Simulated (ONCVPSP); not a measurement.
What one change does to a pseudopotential (Lu, ONCV)

ONCVPSP 4.0.1 input, shortened (lines: element, Z, core and valence counts, functional; n l f; lmax; l rc ep ncon nbas qcut; lloc lpopt rc5 dvloc0; l nproj debl; icmod fcfact rcfact), PBEsol, scalar-relativistic:

```
  Lu 71.00    9    4  -116133      upf
    1    0    2.00
    2    0    2.00
    2    1    6.00
    3    0    2.00
    3    1    6.00
    3    2   10.00
    4    0    2.00
    4    1    6.00
    4    2   10.00
    4    3   14.00
    5    0    2.00
    5    1    6.00
    5    2    1.00
    3
    0    1.35    0.00    5    8    5.40
    1    1.25    0.00    5    9    6.90
    2    2.50    0.00    4    9    5.10
    3    0.65    0.00    3    8   29.10
    4    5    0.45    6.00
    0    2    2.70
    1    2    2.20
    2    1    0.70
    3    2    3.90
    0    0.00    0.00
```

In the s channel the program set the typed energies aside and used -2.786, 0.250 Ha.

All-electron outer shells of the reference configuration (PBEsol, scalar-relativistic, ld1.x):

| shell | level (eV) | outermost node (bohr) | outermost maximum (bohr) |
| --- | --- | --- | --- |
| 5s | -75.80 | 0.57 | 1.04 |
| 5p | -46.36 | 0.61 | 1.19 |
| 4f | -24.34 | – | 0.47 |
| 5d | -15.01 | 0.68 | 1.73 |

Change: s: qcut 3.5; p: qcut 4.5; d: qcut 3.3; f: qcut 19.1.

Cutoffs: the cutoffs (Ha) at which the residual kinetic energy of the hardest occupied pseudo-wave falls to 1 and 0.1 mHa per electron; they do not see the model core or the augmentation charge, which bear on the density cutoff. Errors are all-electron minus pseudo energies relative to the spin-unpolarised reference configuration.

**Question.** Predict the effect on cutoff, ghosts and configuration errors.

**Answer.** The potential gets harder (314 Ha and 350 Ha → 644 Ha and 1143 Ha); the bound ghosts move from d, f, p, s to d, p, s; the lowest positive-energy flag moves from s at 45.3 eV to s at 110.1 eV; of the 3 tests that both files solve, the error grows in 1 and shrinks in 1 by more than 15 % and 0.3 meV (median size 4.1 → 45.4 meV); the range in which the s phases agree widens (upper end 1.6 → 3.8).

```csv
quantity,base,changed
"cutoff, loose",314 Ha,644 Ha
"cutoff, tight",350 Ha,1143 Ha
loose cutoff by channel,"s 79 Ha, p 28 Ha, d 9.7 Ha, f 314 Ha","s 88 Ha, p 131 Ha, d 41 Ha, f 644 Ha"
bound ghosts,"s, p, d, f","s, p, d"
GHOST(+) flags under 300 eV,s at 45.3 eV,"s at 110.1 eV, d at 276.8 eV"
tests with a reliable result,3 of 4,3 of 4
"error for 4f14 5s2 5p6 5d1 6s1, meV [ΔE -13.22 eV]",+4.1,+3.0
"error for 4f14 5s2 5p6 5d0, meV [ΔE 19.90 eV]",-1.3,+45
"error for 4f13 5s2 5p6 5d1 6s2, meV [ΔE -3.03 eV]",-72,-76
s: phases at 1.37 bohr within 0.05 rad from the reference energy up to (Ha; the scan ends near 5),1.6,3.8
p: phases at 1.27 bohr within 0.05 rad from the reference energy up to (Ha; the scan ends near 5),to the end of the scan,to the end of the scan
d: phases at 2.54 bohr within 0.05 rad from the reference energy up to (Ha; the scan ends near 5),1.0,0.5
f: phases at 0.66 bohr within 0.05 rad from the reference energy up to (Ha; the scan ends near 5),to the end of the scan,to the end of the scan
```

 A true bound ghost makes a file unfit for plane-wave use even where its test errors are small: the radial tests pick states by their node count and pass the ghost by.
